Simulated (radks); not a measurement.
Values are calculated unless marked as measured or tabulated.
Spin polarisation of the 3d8 shell in the nickel ion Ni2+. Start: [Ar] 3d(up 4, down 4); electrons of 3d are moved from spin down to spin up, other shells keep equal spins. Code: a radial shooting solver on a logarithmic mesh with Libxc functionals. Model: scalar-relativistic Kohn-Sham, BLYP, spin-polarised, spherical densities, finite nucleus; Fermi nuclear charge, rms radius of each element as measured or else 0.836 A^(1/3) + 0.57 fm.

moment (Bohr magnetons)  E - E(0) (eV)  e(3d up) (eV)  e(3d down) (eV)  3p down minus up (eV)
0                                0.000        -28.392          -28.392                 0.000
0.5                             -0.063        -28.638          -28.132                  0.560
1                               -0.253        -28.869          -27.858                  1.120
1.5                             -0.569        -29.086          -27.570                  1.678
2                               -1.011        -29.287          -27.269                  2.234

At moment 2 the spin-polarisation energy is -1.011 eV and the 3d exchange splitting 2.017 eV, that is 1.009 eV per Bohr magneton; E = -I m^2/4 would give I = 1.011 eV.
